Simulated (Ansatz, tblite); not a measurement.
Removing an electron: the cluster Ti2O4⁻ (the lowest doublet isomer of a short search). Total charge -1; doublet. Geometry: PBE-D4/def2-SVPD. Ansatz, gas phase; energy differences of separate SCF runs; the oxidised species is a singlet (the triplet lies 2.80 eV higher at PBE0-D4/def2-TZVPD).

```xyz
6

Ti    0.536   -0.877    0.879
Ti   -0.536    0.876   -0.879
O     1.775   -0.855    2.003
O     0.827   -0.402   -0.905
O    -0.828    0.401    0.905
O    -1.774    0.856   -2.003
```

The xTB rows come from tblite. Another isomer (doublet) lies 0.04 eV lower at PBE0-D4/def2-TZVPD.

| level | −HOMO (eV) | vertical IE (eV) | −LUMO (eV) | HOMO–LUMO gap (eV) | remarks |
| --- | --- | --- | --- | --- | --- |
| PBE-D4/def2-TZVPD | -0.28 | 1.93 | -0.60 | 0.32 | HOMO above zero (-1 doublet) |
| r2SCAN-D4/def2-TZVPD | -0.13 | 1.92 | -0.46 | 0.33 | HOMO above zero (-1 doublet) |
| PBE0-D4/def2-TZVPD | 0.40 | 1.90 | -0.90 | 1.30 | – |

**Question.** Estimate the rows for GFN1-xTB, GFN2-xTB.

**Answer.** 
```json
{"level": "GFN1-xTB", "−HOMO (eV)": "–", "vertical IE (eV)": "8.47", "−LUMO (eV)": "–", "HOMO–LUMO gap (eV)": "–"}
{"level": "GFN2-xTB", "−HOMO (eV)": "–", "vertical IE (eV)": "6.52", "−LUMO (eV)": "–", "HOMO–LUMO gap (eV)": "–"}
```

  A HOMO above zero means that the electron is unbound at that level or that self-interaction error raises the level; the energy of removing that electron tells which. HOMO and LUMO are the levels of the spin that leaves or enters (xTB has no such levels and no spin-polarisation term). Other spin states of the ions may lie lower, which would lower the ionisation energy or raise the affinity. Raw xTB energy differences between charge states are shifted by several eV; the methods need an empirical correction for them.
